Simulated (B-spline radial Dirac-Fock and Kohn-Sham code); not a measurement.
**Core-hole lifetimes of In²⁺**

System: In²⁺, configuration [Kr] 4d10 5s1, inside a Watson sphere of charge -2 and radius 3 Å (a model of the Madelung potential; inside it an electron's potential energy is raised by 9.6 eV).

The run's input, task.json:

```json
{"items": [{
  "Z": 49,
  "q": 2,
  "cfg": [[1, 0, 2], [2, 0, 2], [2, 1, 6], [3, 0, 2], [3, 1, 6], [3, 2, 10], [4, 0, 2], [4, 1, 6], [4, 2, 10], [5, 0, 1]],
  "A": 115,
  "rrms": 4.6156,
  "watson": [-2, 3.0],
  "do": ["binding", "quiet", "decay"],
  "holes": ["K", "L1", "L2", "L3", "M1", "M2", "M3", "M4", "M5", "N1", "N2", "N3", "N4", "N5"]
}]}
```

Run with: `python xray_run.py task.json out`

Calculated with a radial atomic solver, using one-electron (LDA, Dirac) transition rates at Dirac-Fock energies.

Partial widths are in eV. Coster-Kronig decay leaves a hole in the same principal shell; its rates are the weakest part of the model, often 1.5 to 2.5 times too large and more for N holes. Holes without an open Auger channel, or with an unreliable SCF state, are not listed.

| hole | radiative | Auger | Coster-Kronig | total | fluorescence yield | lifetime (fs) |
| --- | --- | --- | --- | --- | --- | --- |
| K (1s) | 6.55 | 1.15 | 0 | 7.70 | 0.850 | 0.0855 |
| L1 (2s) | 0.0988 | 1.31 | 1.43 | 2.84 | 0.0348 | 0.232 |
| L2 (2p1/2) | 0.163 | 1.98 | 0.420 | 2.56 | 0.0636 | 0.257 |
| L3 (2p3/2) | 0.155 | 2.19 | 0 | 2.35 | 0.0662 | 0.280 |
| M1 (3s) | 0.00207 | 0.340 | 10.9 | 11.2 | 0.000184 | 0.0586 |
| M2 (3p1/2) | 0.00216 | 0.377 | 3.59 | 3.97 | 0.000543 | 0.166 |
| M3 (3p3/2) | 0.00206 | 0.393 | 4.18 | 4.58 | 0.000450 | 0.144 |
| M4 (3d3/2) | 0.000128 | 0.458 | 0 | 0.458 | 0.000279 | 1.44 |
| M5 (3d5/2) | 0.000112 | 0.466 | 0 | 0.466 | 0.000241 | 1.41 |
| N2 (4p1/2) | 0.000163 | 0 | 20.3 | 20.3 | 8.04e-06 | 0.0325 |
| N3 (4p3/2) | 0.000137 | 3.55e-15 | 22.7 | 22.7 | 6.05e-06 | 0.0291 |
